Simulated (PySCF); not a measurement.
SMILES [SiH3]c1ccc([Si](Cl)(Cl)Cl)cc1 (C6H7Cl3Si2), singlet, GFN2-xTB optimised geometry.

```
18

Si    -0.47    -0.32     0.00
C     -1.08    -1.20    -1.56
C     -0.34    -2.22    -2.15
C     -0.79    -2.87    -3.28
C     -2.00    -2.52    -3.88
C     -2.74    -1.50    -3.29
C     -2.29    -0.85    -2.16
Si    -2.63    -3.43    -5.41
Cl    -3.75    -5.03    -4.86
Cl    -3.77    -2.20    -6.53
Cl    -1.07    -4.08    -6.52
H     -0.98    -1.05     1.17
H     -0.99     1.05     0.00
H      0.99    -0.32     0.00
H      0.61    -2.51    -1.71
H     -0.19    -3.66    -3.71
H     -3.69    -1.21    -3.73
H     -2.89    -0.06    -1.73
```

Density from PySCF 2.14.0 with B3LYP/def2-SVP at that geometry.

Minimum of the electron density along straight lines between bonded atoms, close to the bond critical point (lines longer than 1.1 times the sum of covalent radii, or with two minima, are not listed):

```json
[
 {"bond": "Si1–C2", "length / Å": "1.890", "ρ at the minimum / e bohr⁻³": "0.113", "∇²ρ there / e bohr⁻⁵": "0.34", "position (fraction from the first atom)": "0.38"},
 {"bond": "C2–C3", "length / Å": "1.392", "ρ at the minimum / e bohr⁻³": "0.309", "∇²ρ there / e bohr⁻⁵": "-0.78", "position (fraction from the first atom)": "0.50"},
 {"bond": "C3–C4", "length / Å": "1.381", "ρ at the minimum / e bohr⁻³": "0.316", "∇²ρ there / e bohr⁻⁵": "-0.83", "position (fraction from the first atom)": "0.50"},
 {"bond": "C4–C5", "length / Å": "1.395", "ρ at the minimum / e bohr⁻³": "0.306", "∇²ρ there / e bohr⁻⁵": "-0.77", "position (fraction from the first atom)": "0.50"},
 {"bond": "C5–C6", "length / Å": "1.395", "ρ at the minimum / e bohr⁻³": "0.306", "∇²ρ there / e bohr⁻⁵": "-0.77", "position (fraction from the first atom)": "0.50"},
 {"bond": "C2–C7", "length / Å": "1.392", "ρ at the minimum / e bohr⁻³": "0.309", "∇²ρ there / e bohr⁻⁵": "-0.78", "position (fraction from the first atom)": "0.50"},
 {"bond": "C6–C7", "length / Å": "1.381", "ρ at the minimum / e bohr⁻³": "0.316", "∇²ρ there / e bohr⁻⁵": "-0.83", "position (fraction from the first atom)": "0.50"},
 {"bond": "C5–Si8", "length / Å": "1.889", "ρ at the minimum / e bohr⁻³": "0.119", "∇²ρ there / e bohr⁻⁵": "0.30", "position (fraction from the first atom)": "0.62"},
 {"bond": "Si8–Cl9", "length / Å": "2.027", "ρ at the minimum / e bohr⁻³": "0.098", "∇²ρ there / e bohr⁻⁵": "0.30", "position (fraction from the first atom)": "0.37"},
 {"bond": "Si8–Cl10", "length / Å": "2.024", "ρ at the minimum / e bohr⁻³": "0.099", "∇²ρ there / e bohr⁻⁵": "0.30", "position (fraction from the first atom)": "0.37"},
 {"bond": "Si8–Cl11", "length / Å": "2.024", "ρ at the minimum / e bohr⁻³": "0.099", "∇²ρ there / e bohr⁻⁵": "0.30", "position (fraction from the first atom)": "0.37"},
 {"bond": "Si1–H12", "length / Å": "1.465", "ρ at the minimum / e bohr⁻³": "0.117", "∇²ρ there / e bohr⁻⁵": "0.33", "position (fraction from the first atom)": "0.49"},
 {"bond": "Si1–H13", "length / Å": "1.464", "ρ at the minimum / e bohr⁻³": "0.117", "∇²ρ there / e bohr⁻⁵": "0.33", "position (fraction from the first atom)": "0.49"},
 {"bond": "Si1–H14", "length / Å": "1.464", "ρ at the minimum / e bohr⁻³": "0.117", "∇²ρ there / e bohr⁻⁵": "0.33", "position (fraction from the first atom)": "0.49"},
 {"bond": "C3–H15", "length / Å": "1.081", "ρ at the minimum / e bohr⁻³": "0.285", "∇²ρ there / e bohr⁻⁵": "-1.08", "position (fraction from the first atom)": "0.63"},
 {"bond": "C4–H16", "length / Å": "1.080", "ρ at the minimum / e bohr⁻³": "0.286", "∇²ρ there / e bohr⁻⁵": "-1.10", "position (fraction from the first atom)": "0.63"},
 {"bond": "C6–H17", "length / Å": "1.080", "ρ at the minimum / e bohr⁻³": "0.286", "∇²ρ there / e bohr⁻⁵": "-1.10", "position (fraction from the first atom)": "0.63"},
 {"bond": "C7–H18", "length / Å": "1.081", "ρ at the minimum / e bohr⁻³": "0.285", "∇²ρ there / e bohr⁻⁵": "-1.08", "position (fraction from the first atom)": "0.63"}
]
```
